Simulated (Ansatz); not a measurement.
C₃H₆BFSi, SMILES `C#C[SiH2]B(C)F` at its PBE0-D4/def2-TZVP geometry, where that method's forces vanish. Total charge 0; spin multiplicity 1.

```json
{"atom": "C1", "x (Å)": "-1.707", "y (Å)": "1.784", "z (Å)": "-1.296"}
{"atom": "C2", "x (Å)": "-0.591", "y (Å)": "1.457", "z (Å)": "-0.973"}
{"atom": "Si3", "x (Å)": "1.071", "y (Å)": "0.902", "z (Å)": "-0.450"}
{"atom": "B4", "x (Å)": "0.930", "y (Å)": "-0.837", "z (Å)": "0.619"}
{"atom": "C5", "x (Å)": "-0.404", "y (Å)": "-1.566", "z (Å)": "0.936"}
{"atom": "F6", "x (Å)": "2.079", "y (Å)": "-1.348", "z (Å)": "1.057"}
{"atom": "H7", "x (Å)": "-2.688", "y (Å)": "2.081", "z (Å)": "-1.587"}
{"atom": "H8", "x (Å)": "1.690", "y (Å)": "1.980", "z (Å)": "0.369"}
{"atom": "H9", "x (Å)": "1.908", "y (Å)": "0.712", "z (Å)": "-1.666"}
{"atom": "H10", "x (Å)": "-0.932", "y (Å)": "-1.795", "z (Å)": "0.002"}
{"atom": "H11", "x (Å)": "-1.077", "y (Å)": "-0.887", "z (Å)": "1.473"}
{"atom": "H12", "x (Å)": "-0.279", "y (Å)": "-2.483", "z (Å)": "1.515"}
```

Q: For each bond, give half the difference of the two atoms' forces along it (eV/Å; positive pushes the atoms apart) under PBE-D4, r2SCAN-D4, B3LYP-D4, ωB97M-V in def2-TZVPP. (An estimate is asked.)

A: Computed: 
| bond | length (Å) | PBE-D4 | r2SCAN-D4 | B3LYP-D4 | ωB97M-V |
| --- | --- | --- | --- | --- | --- |
| C1–C2 | 1.207 | 0.99 | 0.41 | 0.00 | -0.31 |
| C1–H7 | 1.066 | -0.36 | -0.23 | -0.09 | 0.05 |
| C2–Si3 | 1.828 | -0.56 | -0.25 | 0.08 | 0.36 |
| Si3–B4 | 2.046 | -0.14 | -0.02 | -0.04 | -0.12 |
| Si3–H8 | 1.489 | 0.12 | 0.01 | -0.08 | -0.16 |
| Si3–H9 | 1.489 | 0.12 | 0.01 | -0.08 | -0.16 |
| B4–C5 | 1.553 | -0.14 | -0.04 | 0.03 | 0.05 |
| B4–F6 | 1.331 | 0.48 | 0.19 | 0.19 | 0.23 |
| C5–H10 | 1.096 | 0.13 | 0.00 | -0.04 | -0.06 |
| C5–H11 | 1.096 | 0.13 | -0.01 | -0.04 | -0.06 |
| C5–H12 | 1.092 | 0.12 | -0.01 | -0.03 | -0.06 |

B3LYP here is the variant with VWN-RPA as its local correlation; programs differ in this.
